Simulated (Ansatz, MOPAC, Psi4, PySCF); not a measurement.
Species: C$_{2}$HBCl$_{2}$, net charge 0, singlet state. SMILES: B(Cl)(Cl)C#C
Coordinates optimised at B3LYP-D3(BJ)/def2-TZVP (Ansatz, a quantum-chemistry and plane-wave program):
```xyz
6

C      2.6767    -0.4806    -0.2009
C      1.4936    -0.2681    -0.1121
B      0.0176    -0.0032    -0.0013
Cl    -0.6291     1.5711    -0.4144
Cl    -1.0668    -1.2666     0.5418
H      3.7210    -0.6680    -0.2793
```
Charge 0, spin multiplicity 1.

Property: size of the dipole moment, in D. Terms: non-relativistic; 6-31G* and kin with 6d, 5d where marked; dispersion terms only where a functional's name holds one; no spin-orbit coupling; 6-311+G** with 5d, 6d on Na to Ar in Ansatz. Ab initio and DFT rows: single points at B3LYP-D3(BJ) geometries (Ansatz). Semi-empirical rows: dipoles at the shared geometry.

```csv
level,program,size of the dipole moment (D)
AM1,MOPAC,1.86
MNDO,MOPAC,2.14
SVWN5/6-31G*,Ansatz,1.90
PBE/3-21G,Ansatz,2.22
PBE/6-31G*,Ansatz,1.90
BLYP/6-31G*,Ansatz,1.89
BP86/def2-SVP,PySCF,1.47
BP86/6-31G* (5d),PySCF,1.91
B3LYP/6-31G*,Ansatz,1.99
B3LYP/def2-SVP,Ansatz,1.53
B3LYP/cc-pVDZ,Ansatz,1.68
B3LYP/6-311+G**,Ansatz,1.82
wB97X-D/6-31G*,Psi4,2.06
```

No value to compare with is used here. The 13 habitual levels span 1.47 (BP86/def2-SVP) to 2.22 D (PBE/3-21G).

The levels are drawn from those run, B3LYP/6-31G* more often than the rest, none by its result; left out are runs that failed, that the program found above a lower state of the same kind, or whose <S^2> lies over 0.5 above the pure value.
